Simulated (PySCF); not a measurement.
Computed IR spectrum (relative IR intensity) of a molecule C3H8O2Si. Geometry optimised at B3LYP-D3(BJ)/def2-SVP. The values are those of a single conformer. Method: B3LYP-D3(BJ)/def2-SVP run with PySCF 2.14.0. Frequencies are harmonic and unscaled.

```json
[
 {"ν (cm⁻¹)": "73", "relative intensity": "4.7"},
 {"ν (cm⁻¹)": "171", "relative intensity": "3.3"},
 {"ν (cm⁻¹)": "279", "relative intensity": "13"},
 {"ν (cm⁻¹)": "330", "relative intensity": "74"},
 {"ν (cm⁻¹)": "419", "relative intensity": "3.9"},
 {"ν (cm⁻¹)": "449", "relative intensity": "2.7"},
 {"ν (cm⁻¹)": "649", "relative intensity": "25"},
 {"ν (cm⁻¹)": "668", "relative intensity": "9.0"},
 {"ν (cm⁻¹)": "705", "relative intensity": "42"},
 {"ν (cm⁻¹)": "781", "relative intensity": "14"},
 {"ν (cm⁻¹)": "829", "relative intensity": "59"},
 {"ν (cm⁻¹)": "847", "relative intensity": "12"},
 {"ν (cm⁻¹)": "879", "relative intensity": "100"},
 {"ν (cm⁻¹)": "914", "relative intensity": "81"},
 {"ν (cm⁻¹)": "985", "relative intensity": "2.0"},
 {"ν (cm⁻¹)": "1010", "relative intensity": "81"},
 {"ν (cm⁻¹)": "1071", "relative intensity": "30"},
 {"ν (cm⁻¹)": "1176", "relative intensity": "3.5"},
 {"ν (cm⁻¹)": "1337", "relative intensity": "3.1"},
 {"ν (cm⁻¹)": "1391", "relative intensity": "2.5"},
 {"ν (cm⁻¹)": "1450", "relative intensity": "3.1"},
 {"ν (cm⁻¹)": "1477", "relative intensity": "2.2"},
 {"ν (cm⁻¹)": "2246", "relative intensity": "83"},
 {"ν (cm⁻¹)": "2957", "relative intensity": "33"},
 {"ν (cm⁻¹)": "2982", "relative intensity": "41"},
 {"ν (cm⁻¹)": "3024", "relative intensity": "14"},
 {"ν (cm⁻¹)": "3084", "relative intensity": "14"},
 {"ν (cm⁻¹)": "3105", "relative intensity": "12"},
 {"ν (cm⁻¹)": "3115", "relative intensity": "13"},
 {"ν (cm⁻¹)": "3873", "relative intensity": "58"}
]
```

**Question.** Identify the compound among the candidates.
A. COC(=O)C[SiH3]
B. C[C@H]1OC[Si@@H]1O
C. C[Si@@H]1OC[C@H]1O
D. O[Si@H]1CCOC1

**Answer.** B, C[C@H]1OC[Si@@H]1O
